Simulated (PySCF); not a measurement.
heptafluorocyclopentane (C5H3F7), SMILES FC1CC(F)(F)C(F)(F)C1(F)F. Geometry: PBE0-D3(BJ)/def2-SVP. The values are those of a single conformer.

Computed equilibrium geometry at PBE0-D3(BJ)/def2-SVP (PySCF confirms it by a frequency run) as bond lengths and angles (one conformer of several):
Atoms: F1 C2 C3 C4 F5 F6 C7 F8 F9 C10 F11 F12 H13 H14 H15. Bonds (Å): F1–C2 1.366, C2–C3 1.517, C2–C10 1.528, C2–H13 1.101, C3–C4 1.526, C3–H14 1.098, C3–H15 1.097, C4–F5 1.342, C4–F6 1.342, C4–C7 1.569, C7–F8 1.333, C7–F9 1.334, C7–C10 1.549, C10–F11 1.330, C10–F12 1.349. Bond angles (°): F1–C2–C3 110.4, F1–C2–C10 108.3, F1–C2–H13 109.7, C3–C2–C10 102.6, C3–C2–H13 114.4, C10–C2–H13 111.1, C2–C3–C4 105.4, C2–C3–H14 109.8, C2–C3–H15 112.5, C4–C3–H14 108.4, C4–C3–H15 111.2, H14–C3–H15 109.5, C3–C4–F5 111.4, C3–C4–F6 111.9, C3–C4–C7 106.2, F5–C4–F6 108.0, F5–C4–C7 109.3, F6–C4–C7 110.1, C4–C7–F8 111.4, C4–C7–F9 110.6, C4–C7–C10 104.3, F8–C7–F9 109.3, F8–C7–C10 111.6, F9–C7–C10 109.6, C2–C10–C7 104.7, C2–C10–F11 113.7, C2–C10–F12 108.0, C7–C10–F11 112.6, C7–C10–F12 108.3, F11–C10–F12 109.2.
Charge 0, spin multiplicity 1.
